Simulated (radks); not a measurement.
Values are calculated unless marked as measured or tabulated.
Problem. These are the eigenvalues of the occupied orbitals of an atom or ion with whole-number occupations (hartree). Code: a radial shooting solver on a logarithmic mesh with Libxc functionals. Model: scalar-relativistic Kohn-Sham, PBE, spin-polarised, spherical densities, finite nucleus; Fermi nuclear charge, rms radius of each element as measured or else 0.836 A^(1/3) + 0.57 fm.

| orbital | eigenvalue |
|---|---|
| 1s up | -2326.704 |
| 1s down | -2326.697 |
| 2s up | -398.7292 |
| 2s down | -398.7251 |
| 2p up | -351.2278 |
| 2p down | -351.2215 |
| 3s up | -92.83066 |
| 3s down | -92.80814 |
| 3p up | -78.56977 |
| 3p down | -78.54643 |
| 3d up | -61.42991 |
| 3d down | -61.41092 |
| 4s up | -21.03071 |
| 4s down | -20.98573 |
| 4p up | -16.34545 |
| 4p down | -16.30070 |
| 4d up | -10.22741 |
| 4d down | -10.18048 |
| 5s up | -5.19134 |
| 5s down | -5.09283 |
| 5p up | -3.99343 |
| 5p down | -3.89494 |
| 4f up | -3.47661 |
| 4f down | -3.41789 |

Which element is it, and in what charge state? The configuration may be excited. Open shells, if any, are filled with parallel spins first.

Solution. Z = 71, lutetium, charge +6: Lu6+ in [Kr] 4d10 4f13 5s2 5p4. The list shows which subshells hold electrons but not how many an open one holds; the 1s level, -2326.7 hartree, gives Z - s = 68.2 by -(Z - s)^2/2, which with screening and relativity narrows Z to a few neighbours, and the depths of the outer levels then fix element, charge and occupations together.
